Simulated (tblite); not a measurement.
Species: C3H7AsSi.
Numbering: `[AsH2:1][SiH2:2][C:3]1=[CH:4][CH2:5]1` (hydrogens: H6, H7 on As1; H8, H9 on Si2; H10 on C4; H11, H12 on C5)

Computed with GFN2-xTB (tblite), gas phase: L-BFGS steps from a force-field or distance-geometry start until the largest atomic force falls under 0.01 eV/Å.

At the end of the run (lengths in Å): C3=C4 1.307, C3–C5 1.518, C4–C5 1.488, As1–H6 1.501, As1–H7 1.501, C4–H10 1.063, C5–H11 1.085, C3–C5–C4 51.5°, C3–C4–C5 65.5°, Si2–C3–C5 144.1°, As1–Si2–C3 112.8°, As1–Si2–C3–C4 -60°, Si2–C3–C4–C5 174°, Si2–C3–C5–C4 -176°, H10–C4–C3–Si2 -7°, H6–As1–Si2–C3 -43°.

Question: These geometries were met on the way; a selection of coordinates is given. Order them by energy above the end point, lowest first.
A. C3=C4 1.308, C3–C5 1.516, C4–C5 1.483, As1–H6 1.501, As1–H7 1.500, C4–H10 1.066, C5–H11 1.082, C3–C5–C4 51.7°, C3–C4–C5 65.4°, Si2–C3–C5 141.8°, As1–Si2–C3 108.1°, As1–Si2–C3–C4 -54°, Si2–C3–C4–C5 174°, Si2–C3–C5–C4 -176°, H10–C4–C3–Si2 -8°, H6–As1–Si2–C3 -49°
B. C3=C4 1.452, C3–C5 1.409, C4–C5 1.404, As1–H6 1.569, As1–H7 1.563, C4–H10 1.084, C5–H11 1.114, C3–C5–C4 62.1°, C3–C4–C5 59.1°, Si2–C3–C5 150.4°, As1–Si2–C3 108.6°, As1–Si2–C3–C4 -63°, Si2–C3–C4–C5 -178°, Si2–C3–C5–C4 178°, H10–C4–C3–Si2 5°, H6–As1–Si2–C3 -46°
C. C3=C4 1.332, C3–C5 1.495, C4–C5 1.492, As1–H6 1.551, As1–H7 1.546, C4–H10 1.095, C5–H11 1.069, C3–C5–C4 53.0°, C3–C4–C5 63.7°, Si2–C3–C5 143.6°, As1–Si2–C3 107.4°, As1–Si2–C3–C4 -61°, Si2–C3–C4–C5 -179°, Si2–C3–C5–C4 179°, H10–C4–C3–Si2 4°, H6–As1–Si2–C3 -48°
D. C3=C4 1.304, C3–C5 1.518, C4–C5 1.473, As1–H6 1.499, As1–H7 1.498, C4–H10 1.063, C5–H11 1.091, C3–C5–C4 51.7°, C3–C4–C5 65.9°, Si2–C3–C5 141.7°, As1–Si2–C3 107.4°, As1–Si2–C3–C4 -55°, Si2–C3–C4–C5 176°, Si2–C3–C5–C4 -177°, H10–C4–C3–Si2 -6°, H6–As1–Si2–C3 -50°
E. C3=C4 1.305, C3–C5 1.529, C4–C5 1.507, As1–H6 1.509, As1–H7 1.507, C4–H10 1.035, C5–H11 1.088, C3–C5–C4 50.9°, C3–C4–C5 65.4°, Si2–C3–C5 141.0°, As1–Si2–C3 107.1°, As1–Si2–C3–C4 -57°, Si2–C3–C4–C5 178°, Si2–C3–C5–C4 -179°, H10–C4–C3–Si2 -2°, H6–As1–Si2–C3 -50°

Answer: A (0.026 eV), D (0.049 eV), E (0.119 eV), C (0.297 eV), B (1.145 eV).

```csv
step,E above end (eV),"rms distance from the end, all atoms (Å)",largest force (eV/Å),rms shift of all bonds from the end (Å)
7,0.026,0.095,0.195,0.004
5,0.049,0.101,0.532,0.006
3,0.119,0.108,1.341,0.012
1,0.297,0.122,1.557,0.025
0,1.145,0.136,5.815,0.065
```

Rows stand in the order of the answer.
